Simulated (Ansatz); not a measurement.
The geometry has D3d symmetry (within 0.05 Å) and had no frequency check at the DFT level, so a distortion to lower symmetry isn't ruled out.

buckled As flake of 1 rings `[AsH]1[AsH][AsH][AsH][AsH][AsH]1` (charge 0, multiplicity 1)

Computed with PBE-D3(BJ)/def2-SVP in Ansatz (a quantum-chemistry and plane-wave program).

* **HOMO**: -5.45 eV
* **dipole moment**: 0.00 D
* **LUMO**: -1.77 eV
* **HOMO–LUMO gap**: 3.68 eV
* **vertical ionisation energy (Delta-SCF)**: 7.56 eV
* **total energy**: -13415.3088 Ha

Bonded distances (Å): As1–As2 2.495, As1–As6 2.495, As1–H7 1.548, As2–As3 2.495, As2–H8 1.548, As3–As4 2.495, As3–H9 1.548, As4–As5 2.495, As4–H10 1.548, As5–As6 2.495, As5–H11 1.548, As6–H12 1.548. Bond angles (°): As2–As1–As6 92.4, As2–As1–H7 90.9, As6–As1–H7 90.9, As1–As2–As3 92.4, As1–As2–H8 90.9, As3–As2–H8 90.9, As2–As3–As4 92.4, As2–As3–H9 90.9, As4–As3–H9 90.9, As3–As4–As5 92.4, As3–As4–H10 90.9, As5–As4–H10 90.9, As4–As5–As6 92.4, As4–As5–H11 90.9, As6–As5–H11 90.9, As1–As6–As5 92.4, As1–As6–H12 90.9, As5–As6–H12 90.9.
